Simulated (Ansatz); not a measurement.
Harmonic frequencies (cm⁻¹) at PBE0-D4/def2-TZVP from Ansatz: 100, 243, 244, 490, 866, 904, 922, 1008, 1111, 1182, 1366, 1776, 2399, 2402, 3104.

Each molecule was computed in one conformer, which needn't be the lowest.

Problem. Which molecule is it?
A. `F/C=N/P`
B. `[GaH2][CH]1BO1`
C. `C=NC=O`
D. `BBO`

Solution. A.
